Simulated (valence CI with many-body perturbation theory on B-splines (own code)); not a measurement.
Forbidden lines of Bi34+

Calculated by configuration interaction combined with many-body perturbation theory (CI+MBPT): three valence electrons over a frozen Dirac-Fock core [Kr] 4d10, radial functions for each j: 7 s, 7 p, 7 d, 7 f, 4 g, 2 h, with the one-electron correlation potential Σ1, the two-electron term Σ2, the three-electron term Σ3, Breit, model QED; selected CI, second order for the rest, scaled by the run's own slope (own B-spline code, finite nucleus).

The last digits are not significant, and no measured levels were compared; by estimate large intervals hold to a few tenths of a per cent, small ones and those within an open d or f shell to about a per cent. Excitations out of the core, of the other parity, are not computed and may begin above about 202 eV (a cautious bound); beyond it only levels of the ground parity were kept, without lifetimes.

Lines 51 to 100 of 120 in falling wavelength, among levels below 202.44 eV, chosen from the decays that carry over 1 % of a level's rate. Wavelengths and rates use the calculated energies. Electric multipoles are in the length gauge, E1 and E2 with the static RPA response of the core. S is in atomic units (e²a₀⁴ for E2 and M2, e²a₀⁶ for E3), for M1 in squared Bohr magnetons. Weak lines are less certain than strong ones. Lines between different terms over intervals too small for the method are left out, as are lines whose strength nearly cancels.

Levels are named by their leading jj configuration (3d3/2^4 stands for four electrons in 3d with j = 3/2), which in mixed levels can hold well under half, so a name can repeat and another be missing. Letters in brackets count levels of one name in rising energy.

```csv
λ vac (Å),Upper,Lower,Type,A (s⁻¹),S (a.u.)
1714,(4f7/2^3) J=15/2,(4f5/2 4f7/2^2) J=15/2,M1,2.37e+03,7.07e+00
1704,(4f5/2 4f7/2^2) J=7/2 [a],(4f5/2^2 4f7/2) J=5/2 [a],M1,4.02e+03,5.89e+00
1687,(4f5/2^2 4f7/2) J=3/2 [b],(4f5/2^3) J=5/2,M1,9.70e+02,6.90e-01
1631,(4f5/2 4f7/2^2) J=5/2 [a],(4f5/2^2 4f7/2) J=7/2 [b],M1,4.31e+02,4.16e-01
1602,(4f7/2^3) J=9/2,(4f5/2 4f7/2^2) J=7/2 [a],M1,3.21e+03,4.89e+00
1601,(4f5/2^2 4f7/2) J=5/2 [b],(4f5/2^3) J=5/2,M1,1.29e+03,1.18e+00
1581,(4f5/2 4f7/2^2) J=13/2 [b],(4f5/2 4f7/2^2) J=13/2 [a],M1,4.19e+02,8.59e-01
1572,(4f5/2 4f7/2^2) J=3/2 [b],(4f5/2^2 4f7/2) J=5/2 [b],M1,8.01e+02,4.61e-01
1548,(4f5/2 4f7/2^2) J=13/2 [b],(4f5/2^2 4f7/2) J=11/2 [b],M1,7.25e+02,1.40e+00
1544,(4f7/2^3) J=9/2,(4f5/2 4f7/2^2) J=9/2 [b],M1,1.49e+03,2.04e+00
1497,(4f5/2 4f7/2^2) J=3/2 [b],(4f5/2^2 4f7/2) J=3/2 [b],M1,2.41e+03,1.20e+00
1486,(4f5/2 4f7/2^2) J=3/2 [b],(4f5/2^2 4f7/2) J=1/2,M1,3.33e+03,1.62e+00
1455,(4f5/2 4f7/2^2) J=3/2 [a],(4f5/2^2 4f7/2) J=3/2 [a],M1,4.49e+03,2.05e+00
1452,(4f5/2 4f7/2^2) J=15/2,(4f5/2^2 4f7/2) J=13/2,M1,2.42e+03,4.39e+00
1432,(4f5/2 4f7/2^2) J=3/2 [a],(4f5/2^2 4f7/2) J=5/2 [a],M1,7.18e+02,3.12e-01
1431,(4f5/2 4f7/2^2) J=9/2 [c],(4f5/2^2 4f7/2) J=7/2 [b],M1,2.95e+03,3.21e+00
1403,(4f5/2 4f7/2^2) J=9/2 [b],(4f5/2^2 4f7/2) J=9/2,M1,3.17e+03,3.25e+00
1389,(4f5/2^3) J=5/2,(4f5/2^3) J=9/2,E2,8.65e-01,2.39e-02
1358,(4f5/2 4f7/2^2) J=7/2 [a],(4f5/2^2 4f7/2) J=9/2,M1,6.63e+01,4.93e-02
1333,(4f5/2 4f7/2^2) J=11/2 [a],(4f5/2^2 4f7/2) J=13/2,M1,5.06e+02,5.33e-01
1316,(4f5/2 4f7/2^2) J=5/2 [b],(4f5/2^2 4f7/2) J=5/2 [b],M1,3.96e+03,2.01e+00
1296,(4f5/2 4f7/2^2) J=7/2 [b],(4f5/2^2 4f7/2) J=7/2 [b],M1,2.62e+02,1.69e-01
1282,(4f5/2^2 4f7/2) J=9/2,(4f5/2^3) J=9/2,M1,3.43e+03,2.68e+00
1277,(4f5/2 4f7/2^2) J=5/2 [a],(4f5/2^2 4f7/2) J=7/2 [a],M1,1.73e+03,8.02e-01
1271,(4f5/2^2 4f7/2) J=11/2 [b],(4f5/2^2 4f7/2) J=11/2 [a],M1,4.11e+02,3.75e-01
1264,(4f5/2 4f7/2^2) J=5/2 [b],(4f5/2^2 4f7/2) J=3/2 [b],M1,1.98e+03,8.89e-01
1257,(4f5/2 4f7/2^2) J=5/2 [a],(4f5/2^2 4f7/2) J=3/2 [a],M1,1.30e+03,5.75e-01
1252,(4f5/2 4f7/2^2) J=11/2 [a],(4f5/2^2 4f7/2) J=9/2,M1,1.95e+03,1.70e+00
1250,(4f7/2^3) J=15/2,(4f5/2 4f7/2^2) J=13/2 [a],M1,5.58e+03,6.46e+00
1249,(4f5/2 4f7/2^2) J=13/2 [a],(4f5/2^2 4f7/2) J=11/2 [a],M1,6.49e+03,6.56e+00
1240,(4f5/2 4f7/2^2) J=5/2 [a],(4f5/2^2 4f7/2) J=5/2 [a],M1,5.49e+02,2.33e-01
1221,(4f7/2^3) J=9/2,(4f5/2 4f7/2^2) J=9/2 [a],M1,1.46e+03,9.82e-01
1218,(4f5/2 4f7/2^2) J=9/2 [a],(4f5/2^2 4f7/2) J=11/2 [a],M1,2.48e+02,1.66e-01
1183,(4f5/2^2 4f7/2) J=1/2,(4f5/2^3) J=3/2,M1,2.46e+03,3.02e-01
1176,(4f5/2^2 4f7/2) J=3/2 [b],(4f5/2^3) J=3/2,M1,1.98e+02,4.77e-02
1172,(4f7/2^3) J=9/2,(4f5/2^2 4f7/2) J=11/2 [b],M1,8.66e+02,5.17e-01
1146,(4f5/2 4f7/2^2) J=13/2 [b],(4f5/2^2 4f7/2) J=15/2,M1,5.45e+02,4.26e-01
1134,(4f5/2^2 4f7/2) J=5/2 [b],(4f5/2^3) J=3/2,M1,1.54e+03,4.99e-01
1081,(4f5/2 4f7/2^2) J=1/2,(4f5/2^2 4f7/2) J=3/2 [a],M1,4.88e+02,4.57e-02
1079,(4f5/2 4f7/2^2) J=17/2,(4f5/2^2 4f7/2) J=15/2,M1,1.62e+03,1.36e+00
1062,(4f5/2 4f7/2^2) J=7/2 [b],(4f5/2^2 4f7/2) J=7/2 [a],M1,4.85e+01,1.72e-02
1049,(4f5/2^2 4f7/2) J=7/2 [a],(4f5/2^3) J=9/2,M1,6.46e+02,2.22e-01
1036,(4f5/2 4f7/2^2) J=7/2 [b],(4f5/2^2 4f7/2) J=5/2 [a],M1,6.23e+01,2.05e-02
1019,(4f5/2 4f7/2^2) J=5/2 [b],(4f5/2^2 4f7/2) J=7/2 [b],M1,2.48e+03,5.84e-01
1008,(4f5/2 4f7/2^2) J=9/2 [b],(4f5/2^2 4f7/2) J=11/2 [a],M1,8.75e+02,3.32e-01
1001,(4f5/2 4f7/2^2) J=11/2 [b],(4f5/2^2 4f7/2) J=13/2,M1,3.00e+02,1.34e-01
984.4,(4f5/2 4f7/2^2) J=5/2 [a],(4f5/2^3) J=5/2,M1,6.29e+01,1.33e-02
982.9,(4f7/2^3) J=9/2,(4f5/2^2 4f7/2) J=7/2 [b],M1,2.53e+02,8.92e-02
954.3,(4f5/2 4f7/2^2) J=11/2 [b],(4f5/2^2 4f7/2) J=9/2,M1,3.27e+02,1.26e-01
950.9,(4f5/2 4f7/2^2) J=3/2 [b],(4f5/2^2 4f7/2) J=5/2 [a],M1,1.47e+03,1.87e-01
```
